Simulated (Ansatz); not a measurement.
Input file for Ansatz (an electronic-structure program): U-CCSD(T)/def2-QZVPP on MoH, 2S+1 = 6, a spin state set in the input, which need not be the lowest, a point of a bond scan (R = 1.721 Å). Elements past Kr take the def2 small-core potentials; no spin–orbit coupling. Files ending in .json are basis or fitting sets from the Basis Set Exchange.

Ansatz 0.2 input:
```yaml
crystal:
  periodic: [false, false, false]
  atoms:
    - {symbol: Mo, position_ang: [0.00000000, 0.00000000, 0.00000000]}
    - {symbol: H, position_ang: [0.00000000, 0.00000000, 1.72119800]}
basis:
  gaussian:
    orbitals: def2-QZVPP.json
    pivot_positions_ang: [[0.00000000, 0.00000000, 0.00000000], [0.00000000, 0.00000000, 1.72119800]]
magnetization: {spin_polarized: true, initial_magnetization: 5}
correlation: {method: ccsd_t, electrons: valence}
output: {orbitals: {seedname: ./end}}
```

The log:

```
WARN ansatz: RAYON_NUM_THREADS=1 ignored (pool sized by the plan → 1); use --threads N
Functional definition: HF
integrals: 0.24 GiB planned
792 factors; integrals over basis functions are off by at most 3.3e-4 eV
mean field: 0.24 GiB planned
mean field evaluation 1: about -1852.5058 eV, gradient 1.2e1 eV
mean field evaluation 2: about -1852.5059 eV, gradient 1.2e1 eV
mean field evaluation 4: about -1853.3539 eV, gradient 1.9e0 eV
mean field evaluation 8: about -1853.4545 eV, gradient 2.0e-1 eV
mean field evaluation 16: about -1851.6642 eV, gradient 2.7e-1 eV
mean field evaluation 32: about -1851.6665 eV, gradient 2.2e-6 eV
mean field evaluation 64: about -1851.3959 eV, gradient 7.8e-1 eV
mean field evaluation 96: about -1851.6751 eV, gradient 2.9e-4 eV
mean field evaluation 128: about -1849.6225 eV, gradient 8.4e0 eV
mean field evaluation 160: about -1850.2510 eV, gradient 5.8e-3 eV
mean field evaluation 192: about -1851.6625 eV, gradient 3.7e-1 eV
mean field evaluation 224: about -1851.4179 eV, gradient 3.5e-3 eV
mean field -1853.45620130 eV, -68.1132590799 hartree, gradient 3.6e-6 eV, S^2 8.822512; 11 other end points of the search recorded, 0 dependent functions left out
determinant -1853.45620130 eV, -68.1132590799 hartree, with singles and doubles -1865.52501050 eV, -68.5567796378 hartree
determinant -1851.67505762 eV, -68.0478032571 hartree, with singles and doubles -1863.44119748 eV, -68.4802009216 hartree
determinant -1851.66653801 eV, -68.0474901671 hartree, with singles and doubles -1863.29438471 eV, -68.4748056518 hartree
determinant -1851.41787336 eV, -68.0383519099 hartree, with singles and doubles -1863.06503667 eV, -68.4663772667 hartree
determinant -1850.25103138 eV, -67.9954712582 hartree, with singles and doubles -1861.95866243 eV, -68.4257187633 hartree
determinant -1850.11231061 eV, -67.9903733639 hartree, with singles and doubles -1861.66361387 eV, -68.4148759289 hartree
determinant -1850.10377791 eV, -67.9900597928 hartree, with singles and doubles -1861.67927966 eV, -68.4154516358 hartree
determinant -1850.03361227 eV, -67.9874812532 hartree, with singles and doubles -1861.61197522 eV, -68.4129782434 hartree
reference -1853.45620130 eV, -68.1132590799 hartree; 10, 5 occupied and 101, 106 virtual orbitals, 792 factors
second order -11.80341190 eV of doubles, -0.00000000 eV of singles
coupled cluster: 0.73 GiB planned
cycle   1  -12.02655919 eV  change   -8.5e-1 eV  update   2.2e-2
cycle   2  -12.05284455 eV  change   -2.6e-2 eV  update   6.5e-3
cycle   3  -12.05677291 eV  change   -3.9e-3 eV  update   4.1e-3
cycle   4  -12.05834394 eV  change   -1.6e-3 eV  update   1.9e-3
cycle   5  -12.05967199 eV  change   -1.3e-3 eV  update   9.4e-4
cycle   6  -12.06028798 eV  change   -6.2e-4 eV  update   3.3e-4
cycle   7  -12.06031066 eV  change   -2.3e-5 eV  update   1.4e-4
cycle   8  -12.06033502 eV  change   -2.4e-5 eV  update   7.4e-5
cycle   9  -12.06032993 eV  change    5.1e-6 eV  update   3.5e-5
cycle  10  -12.06033186 eV  change   -1.9e-6 eV  update   1.5e-5
perturbative correction -0.43327550 eV, -0.0159225811 hartree
Total energy: -1865.94980866 eV, -68.5723906820 hartree
```

The run converged.

Cost: very roughly 40 core-seconds.
